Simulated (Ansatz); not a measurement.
Cartesian coordinates in Å:
```
B 0.0262 -1.0477 1.0134
C 0.3574 0.3248 0.3617
C -0.3227 0.6370 -0.9508
Cl 0.2376 -0.4856 -2.2276
H 0.6951 -1.4562 1.9177
H -0.9368 -1.6733 0.6746
H 1.4365 0.4975 0.2921
H 0.0154 1.0557 1.1194
H -1.4027 0.5075 -0.8847
H -0.1059 1.6404 -1.3157
```

Total charge 0; spin multiplicity 1.

List the B3LYP/def2-TZVPP orbital energies in eV (Ansatz). (Best estimate.)

Ansatz gave: Occupied: -2762.24, -278.46, -276.83, -256.96, -196.05, -195.82, -195.81, -183.90, -23.46, -20.42, -17.14, -13.82, -12.66, -12.50, -11.35, -10.43, -9.28, -9.22, -8.17, -8.09. Lowest empty: -1.70, 0.54, 0.99, 1.71, 2.08, 2.22, 2.43, 3.18.

B3LYP here is the variant with VWN-RPA as its local correlation; programs differ in this.
